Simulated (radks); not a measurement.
The numbers below are computed, except where a source is named.
How relativity changes the ionisation of the rhenium ion Re2+ ([Xe] 4f14 5d5) to Re3+ ([Xe] 4f14 5d4). Spin-unpolarised spherical Kohn-Sham, PBEsol, point nucleus unless stated (finite: rms radius 5.3698 fm), a radial shooting solver on a logarithmic mesh with Libxc functionals. A level marked "c x" has the speed of light scaled by that factor and shares open shells by 2j + 1; other Dirac levels either fill j = l - 1/2 first or share by 2j + 1.

| level | E(Re2+) (hartree) | E(Re3+) (hartree) | IE (eV) | HOMO | <r> HOMO (bohr) |
|---|---|---|---|---|---|
| non-rel. | -15783.1520 | -15782.1251 | 27.943 | 5d | 1.744 |
| scalar-rel. | -16686.4406 | -16685.4426 | 27.158 | 5d | 1.778 |
| scalar-rel., finite nucleus | -16683.6497 | -16682.6517 | 27.159 | 5d | 1.778 |
| Dirac, 2j+1 shares | -16711.9714 | -16710.9737 | 27.150 | 5d5/2 | 1.803 |
| Dirac, low j first | -16712.0436 | -16711.0716 | 26.451 | 5d5/2 | 1.811 |
| Dirac, 2j+1 shares, finite nucleus | -16709.1534 | -16708.1557 | 27.151 | 5d5/2 | 1.803 |
| Dirac, c x 0.75 | -17726.2005 | -17725.2218 | 26.632 | 5d5/2 | 1.853 |
| Dirac, c x 2 | -15988.6503 | -15987.6310 | 27.735 | 5d5/2 | 1.758 |
| Dirac, c x 3 | -15872.6688 | -15871.6453 | 27.850 | 5d5/2 | 1.751 |

NIST Atomic Spectra Database: 27 eV (theoretical). The relativistic part of the total energy of Re2+ is -926 hartree (Dirac, 2j+1 shares, finite nucleus), 5.9 % of the non-relativistic value. Spin polarisation and multiplet splitting of open shells are left out at every level.

Beside tabulated values, note that relativity, absent from the non-relativistic runs, is large for the heavy elements, and spin-unpolarised runs miss the spin-polarisation part of the exchange energy of open shells.
